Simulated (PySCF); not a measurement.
SMILES [Cd]([S]C)[OH] (CAM-B3LYP/def2-SVP optimised geometry):

```
8

Cd     0.007     1.033     0.000
O     -1.951     1.121     0.023
H     -2.368     0.457    -0.539
S      2.335     1.033     0.000
C      2.745    -0.105     1.375
H      2.379     0.261     2.343
H      3.842    -0.152     1.421
H      2.368    -1.121     1.202
```

Level of theory: PySCF 2.14.0 with CAM-B3LYP/def2-TZVP, def2 effective core potentials past Kr.

Problem. What are the frontier orbital energies and the dipole moment?

Solution. HOMO-2 -9.55 eV, HOMO-1 -9.15 eV, HOMO -8.05 eV, LUMO -0.43 eV, LUMO+1 0.25 eV; dipole moment 2.01 D.

On the same geometry PySCF with PBE/def2-TZVP, def2 effective core potentials past Kr gives HOMO-2 -6.76 eV, HOMO-1 -6.41 eV, HOMO -5.56 eV, LUMO -2.11 eV, LUMO+1 -1.26 eV; dipole moment 1.94 D.
